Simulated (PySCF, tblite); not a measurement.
Isomers of [C6H3FN3]- (charge -1), one GFN2-xTB conformer each. Single-point energies are computed at PBE0/pcSseg-1 (PySCF, gas phase, no added dispersion term), electronic only.

Question: Rank them by PBE0/pcSseg-1 energy, lowest first (kcal/mol).
A. `Fc1cccc2[n-]nnc12`
B. `FC1=CC2=C(C=C1)[N-]N=N2`

Answer: B (0.0), A (1.4).

Neighbours under 5.0 kcal/mol apart (Fc1ccc2[n-]nnc2c1 and Fc1cccc2[n-]nnc12) can change places with a better method, another conformer or zero-point energy. GFN2-xTB itself gives, in the same order: 0.0, 1.8. Both levels put the same isomer lowest.

Question: What happens when harmonic zero-point energies from GFN2-xTB frequencies are added?

Answer: 
```json
{"SMILES": "Fc1ccc2[n-]nnc2c1", "ZPE (kcal/mol)": "51.4", "electronic (kcal/mol)": "0.0", "with ZPE (kcal/mol)": "0.0"}
{"SMILES": "Fc1cccc2[n-]nnc12", "ZPE (kcal/mol)": "51.5", "electronic (kcal/mol)": "1.4", "with ZPE (kcal/mol)": "1.5"}
```

The zero-point energies span 0.1 kcal/mol. The order is unchanged.
